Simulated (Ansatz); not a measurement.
Stepwise reaction of `[OH][Al]([OH])[SH]` with hydrogen sulfide, as a gas-phase model of exchange steps in deposition or etching. ΔE in kJ/mol.

Isolated molecules relaxed with PBE0-D4/def2-TZVP in Ansatz; ΔE leaves out vibrations. CCSD(T)/CBS is the MP2 limit (def2-TZVPP, def2-QZVPP) plus CCSD(T) − MP2 in def2-TZVPP, frozen cores. This one scheme is used for every species. Functionals use def2-TZVPP. B3LYP here is the variant with VWN-RPA as its local correlation; programs differ in this. Each species was taken in one conformer, which may not be the lowest.

```
step                                                 reaction  PBE-D4  B3LYP-D4  ωB97M-V  CCSD(T)/CBS
   1  `[OH][Al]([OH])[SH]` + H₂S → `[OH][Al]([SH])[SH]` + H₂O    14.0      25.2     23.6         19.5
   2  `[OH][Al]([SH])[SH]` + H₂S → `[SH][Al]([SH])[SH]` + H₂O    13.8      25.0     23.8         19.3
```

Question: By hand: ΔE of the 2 steps together at CCSD(T)/CBS.

Answer: (19.5) + (19.3) = 38.8 kJ/mol, or 19.4 kJ/mol a step.

In ΔE the steps differ by no more than 0.2 kJ/mol. All are uphill at CCSD(T)/CBS. PBE-D4 differs from CCSD(T)/CBS by -5.5 to -5.5 kJ/mol a step. Isolated molecules leave out the surface, adducts and barriers. Largest T1 diagnostic: 0.012.
